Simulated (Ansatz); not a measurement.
Cartesian coordinates (Å):
```xyz
10

C      1.3773     0.0480    -0.2139
N      0.2676    -0.3705    -1.0499
C     -0.8967    -0.3279    -0.5472
N     -1.2553     0.0400     0.7298
H      1.2755     1.0877     0.1309
H      2.3033    -0.0169    -0.7833
H      1.4859    -0.5863     0.6761
H     -1.7397    -0.6486    -1.1577
H     -2.2235     0.2362     0.9140
H     -0.5943     0.5383     1.3012
```
Charge 0, multiplicity 1.

The numbers are results of frozen-core CCSD(T)/cc-pVTZ // B3LYP-D3(BJ)/def2-TZVP in Ansatz (a program for electronic structure), not measurements.

The HF energy is -188.17670 Ha. The MP2 correlation energy is -0.75573 Ha.

**Question.** Estimate the CCSD correlation energy, the (T) correction, the total energy and the T1 diagnostic.

**Answer.** 
- CCSD correlation energy = -0.78277 Ha
- (T) correction = -0.03386 Ha
- CCSD(T) total energy = -188.99333 Ha
- T1 diagnostic = 0.013
